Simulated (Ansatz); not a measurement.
One change: `C=C[SiH2]Br` becomes `BN[SiH2]C=C`.

Ansatz, PBE0-D4/def2-TZVP geometries, multiplicity 1. Each molecule was computed in one conformer, which needn't be the lowest.

Scalar relativity is left out up to krypton.

```csv
property,`C=C[SiH2]Br`
HOMO energy (PBE/def2-TZVPP) / eV,-6.96
HOMO energy (PBE0/def2-TZVPP) / eV,-8.19
LUMO energy (B3LYP/def2-TZVPP) / eV,-1.21
LUMO energy (PBE/def2-TZVPP) / eV,-1.99
LUMO energy (ωB97M-V/def2-TZVPP) / eV,1.05
HOMO–LUMO gap (PBE0/def2-TZVPP) / eV,7.17
```

**Question.** Give the same properties after the change, and the shifts. (Estimate.)

**Answer.** The calculation gave: 
```tsv
property	`BN[SiH2]C=C`	shift
HOMO energy (PBE/def2-TZVPP) / eV	-7.01	-0.05
HOMO energy (PBE0/def2-TZVPP) / eV	-8.17	0.02
LUMO energy (B3LYP/def2-TZVPP) / eV	-0.95	0.26
LUMO energy (PBE/def2-TZVPP) / eV	-1.76	0.23
LUMO energy (ωB97M-V/def2-TZVPP) / eV	1.32	0.27
HOMO–LUMO gap (PBE0/def2-TZVPP) / eV	7.43	0.26
```

The zero-point energy changes by 99.1 kJ/mol with +12 modes.

B3LYP here is the variant with VWN-RPA as its local correlation; programs differ in this.

Spin–orbit coupling is left out; it splits and shifts lone-pair levels of the heavy atoms by tenths of an eV.
